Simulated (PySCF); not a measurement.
C9H5FN2OS. Atoms are numbered in the order given.

```xyz
19

O     -1.3559     4.5982     0.0000
C     -0.1894     4.2705     0.0000
C      0.2926     2.8904     0.0000
C      1.6114     2.4609     0.0000
C      1.7241     1.0526     0.0000
C      0.4870     0.4272     0.0000
C      0.2238    -1.0119     0.0000
N      1.2841    -1.8366     0.0000
C      1.0443    -3.1430     0.0000
C     -0.2624    -3.6320     0.0000
F     -0.5030    -4.9421     0.0000
C     -1.3081    -2.7095     0.0000
N     -1.0606    -1.4044     0.0000
S     -0.8264     1.5601     0.0000
H      0.6344     5.0305     0.0000
H      2.4578     3.1501     0.0000
H      2.6558     0.4883     0.0000
H      1.8947    -3.8342     0.0000
H     -2.3503    -3.0480     0.0000
```
Charge 0, spin multiplicity 1.

The structure is a stationary point at B3LYP-D3(BJ)/def2-SVP. The values are those of a single conformer.

Calculation: TDA-PBE/def2-SVP (PySCF 2.14.0).

Vertical excitations. The molecule is in vacuum. State labels are in the subgroup Cs.

Computed lowest excited states:
```csv
state,symmetry,energy (eV),λ (nm),f,main pairs
S1,A",2.66,466,0.000,HOMO→LUMO 99 %
S2,A",3.01,412,0.000,HOMO−2→LUMO 99 %
S3,A",3.08,403,0.000,HOMO→LUMO+1 100 %
S4,A',3.64,340,0.007,HOMO−1→LUMO+1 90 %
S5,A",3.68,337,0.004,HOMO−2→LUMO+1 98 %
S6,A',3.93,316,0.196,"HOMO−3→LUMO+1 64 %, HOMO−1→LUMO 30 %"
T1,A",2.38,520,0,HOMO→LUMO 99 %
T2,A',2.54,488,0,HOMO−1→LUMO 99 %
```
Triplets are in the Tamm–Dancoff approximation.
